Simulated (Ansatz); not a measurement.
Ansatz (a quantum-chemistry and plane-wave program) input:

Ansatz 0.2 input:
```yaml
crystal:
  periodic: [false, false, false]
  atoms:
    - {symbol: Si, position_ang: [0.55412617, 0.17105984, 0.57167104]}
    - {symbol: Cl, position_ang: [0.46283651, 1.71459262, -0.70254222]}
    - {symbol: Cl, position_ang: [2.08891810, -1.08895192, 0.30839643]}
    - {symbol: O, position_ang: [-0.84504528, -0.83442247, 0.12071411]}
    - {symbol: Si, position_ang: [-2.53914455, -0.31790815, -0.23724849]}
    - {symbol: H, position_ang: [0.30087146, 0.54748129, 1.95646454]}
    - {symbol: H, position_ang: [-2.66030836, 0.84648319, 0.64427473]}
    - {symbol: H, position_ang: [-3.29652066, -1.50845123, 0.16135812]}
    - {symbol: H, position_ang: [-2.54282458, -0.02045997, -1.67175966]}
    - {symbol: H, position_ang: [-0.63042644, -1.76968918, -0.03748817]}
basis:
  gaussian:
    orbitals: def2-TZVPD
hamiltonian:
  xc: {name: BHLYP}
total_charge: 1
output: {forces: true}
```

### Question
Which total energy does the run end on?

### Answer
-1577.54900 Eh (BHLYP/def2-TZVPD). The basis has 263 functions.

It need not be the lowest isomer of its formula.
